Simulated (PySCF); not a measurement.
A PySCF script (with the pyscf-properties extension) for the NMR shieldings of `CCC1=CC[P@](C)(=O)C1`, C₇H₁₃OP, on a GFN2-xTB geometry:

```python
import basis_set_exchange as bse
import numpy as np
from pyscf import gto, dft
from pyscf.prop import nmr

atoms = """
C    -3.034759    0.265429    0.268119
C    -1.938178   -0.760309    0.011289
C    -0.609082   -0.177044   -0.364719
C    -0.268895    1.106397   -0.362295
C     1.121823    1.457017   -0.788173
P     2.014218   -0.152260   -0.672150
C     2.546172   -0.312134    1.072927
O     3.078822   -0.416698   -1.647418
C     0.461600   -1.137524   -0.805367
H    -2.773298    0.911662    1.102376
H    -3.193900    0.880655   -0.614127
H    -3.967074   -0.240643    0.507760
H    -2.252892   -1.434260   -0.791828
H    -1.803030   -1.378385    0.905536
H    -0.941323    1.901491   -0.084097
H     1.569958    2.239187   -0.172804
H     1.155154    1.790823   -1.830025
H     1.730099   -0.110943    1.759888
H     3.362452    0.387322    1.243509
H     2.919782   -1.324279    1.218421
H     0.482820   -2.049737   -0.205935
H     0.329120   -1.426382   -1.852423
"""
names = dict.fromkeys(["C", "P", "O", "H"], "pcSseg-1")
basis = {el: gto.basis.parse(bse.get_basis(n, elements=[el], fmt="nwchem")) for el, n in names.items()}
mol = gto.M(atom=atoms, basis=basis, charge=0, verbose=0)
mf = dft.RKS(mol, xc="PBE0")
mf.grids.level = 2
mf.grids.alignment = dft.numint.BLKSIZE   # the property module wants whole blocks of grid points
mf.conv_tol = 1e-9
mf.kernel()

calc = nmr.RKS(mf)   # GIAO
C = mf.mo_coeff
Co = C[:, mf.mo_occ > 0]
resp = mf.gen_response(singlet=True, hermi=2)
def vind(x):   # induced exchange potential for any number of trial vectors
    d = np.einsum("pi,xij,qj->xpq", C, 2 * x.reshape(-1, C.shape[1], Co.shape[1]), Co, optimize=True)
    return np.einsum("xpq,pi,qj->xij", resp(d - d.transpose(0, 2, 1)), C, Co, optimize=True).ravel()
mo1, _ = nmr.rhf.solve_mo1(calc, with_cphf=vind)
sigma = calc.kernel(mo1)
for i, s in enumerate(sigma):   # ppm
    print("%2d %-2s %9.2f" % (i, mol.atom_pure_symbol(i), np.trace(s) / 3))
```

**Question.** Give the expected output.

**Answer.** 
```
 0 C     174.93
 1 C     155.43
 2 C      37.18
 3 C      63.47
 4 C     149.55
 5 P     279.66
 6 C     169.96
 7 O     214.20
 8 C     145.82
 9 H      30.56
10 H      30.65
11 H      30.51
12 H      29.64
13 H      29.73
14 H      26.23
15 H      29.49
16 H      29.01
17 H      30.64
18 H      30.37
19 H      30.38
20 H      29.77
21 H      29.16
```

These numbers come from an equivalent density-fitted implementation of the same equations, which agrees with the script to about 0.01 ppm for H and up to a few tenths of a ppm for heavy atoms, so last digits may differ.

**Question.** Turn these shieldings into chemical shifts. Shifts are taken against calculated references (same method and geometry level): 13C (σref 186.93) and 1H (σref 31.72) against TMS; H3PO4 for 31P (σref 318.38); H2O for 17O (σref 336.08).

**Answer.** Averaging equivalent atoms: C 2: 149.7; C 3: 123.5; C 8: 41.1; C 4: 37.4; C 1: 31.5; C 6: 17.0; C 0: 12.0; P 5: 38.7; O 7: 121.9; H 14: 5.49; H 16: 2.71; H 21: 2.56; H 15: 2.23; H 12: 2.08; H 13: 1.98; H 20: 1.95; H 17/18/19: 1.25; H 9/10/11: 1.14 ppm. Experimental scales use liquid or dissolved standards, which lie at an offset from isolated H2O (liquid H2O: subtract about 36 ppm) and H3PO4.

Size and cost of the density-fitted run: 225 basis functions, 40 s wall time on 1 thread of an Arm Neoverse V2, shared host; peak memory 1.1 GiB.
